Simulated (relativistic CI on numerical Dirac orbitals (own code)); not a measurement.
## Sensitivity of the levels of Ho LI to α and to the nuclear radius

Method of calculation: Dirac-Coulomb-Breit CI, orbitals from a KLI potential per configuration, derivatives by finite differences, unscaled Slater integrals, QED left out (own radial code, finite nucleus).

CI space (outside the closed core [Ne]): 3s2.3p5, 3s.3p6, 3s2.3p4.3d, 3s.3p5.3d, 3p6.3d, 3s.3p4.3d2, 3p5.3d2, 3p4.3d3. Double excitations out of closed p, d and f shells are left out; levels of such configurations are missing from the list, as are those of other unlisted configurations, and high levels can miss mixing partners.

With x = (α/α₀)² − 1 an excitation energy changes as ω = ω₀ + qx; K = 2q/ω₀ is the relative enhancement. Terms are leading LS components, so labels can repeat. The field-shift factor is F = δν/δ⟨r²⟩ for the transition from the lowest level.

Lowest level 3s2.3p5 2P°_3/2.

| Level | ω₀ (cm⁻¹) | q (cm⁻¹) | K | F (GHz/fm²) |
| --- | --- | --- | --- | --- |
| 3s2.3p4.3d 4D_3/2 | 1642851 | 89280 | 0.109 | 3.94 |
| 3s2.3p4.3d 4D_5/2 | 1682358 | 105300 | 0.125 | 4.95 |
| 3s2.3p4.3d 4P_1/2 | 1689676 | 106500 | 0.126 | -17.3 |
| 3s2.3p4.3d 2F_7/2 | 1717110 | 82990 | 0.0967 | 6.18 |
| 3s2.3p5 2P°_1/2 | 1743911 | 2.044e+06 | 2.34 | -181 |
| 3s2.3p4.3d 2D_3/2 | 1860624 | 106800 | 0.115 | 3.53 |
| 3s2.3p4.3d 2F_7/2 | 2053674 | 489600 | 0.477 | 11.9 |
| 3s2.3p4.3d 4F_9/2 | 2074975 | 481600 | 0.464 | 15.1 |
| 3s2.3p4.3d 2P_1/2 | 2107533 | 547600 | 0.52 | -101 |
| 3s2.3p4.3d 2D_5/2 | 2282298 | 502400 | 0.44 | 9.31 |
| 3s2.3p4.3d 2P_3/2 | 2334306 | 522300 | 0.447 | 9.97 |
| 3s2.3p4.3d 2D_5/2 | 2367869 | 530700 | 0.448 | 3.86 |
| 3s.3p6 2S_1/2 | 3061482 | 2.218e+06 | 1.45 | -2780 |
| 3s2.3p4.3d 4D_1/2 | 3302809 | 2.127e+06 | 1.29 | -213 |
| 3s2.3p4.3d 4D_3/2 | 3379140 | 2.129e+06 | 1.26 | -172 |
| 3s2.3p4.3d 4F_5/2 | 3444649 | 2.111e+06 | 1.23 | -170 |
| 3s2.3p4.3d 2G_7/2 | 3457302 | 2.109e+06 | 1.22 | -170 |
| 3s2.3p4.3d 2D_5/2 | 3700273 | 2.099e+06 | 1.13 | -173 |
| 3s2.3p4.3d 2P_3/2 | 3714190 | 2.126e+06 | 1.14 | -169 |
| 3s2.3p4.3d 4D_7/2 | 3748000 | 2.518e+06 | 1.34 | -165 |
| 3s2.3p4.3d 2S_1/2 | 3751056 | 2.177e+06 | 1.16 | -844 |
| 3s2.3p4.3d 2P_3/2 | 3810244 | 2.518e+06 | 1.32 | -170 |
| 3s2.3p4.3d 2F_5/2 | 3839442 | 2.528e+06 | 1.32 | -168 |

At this charge energies of transitions that change n are usually good to better than 1 %, and those within a shell (Δn = 0) to a few per cent.
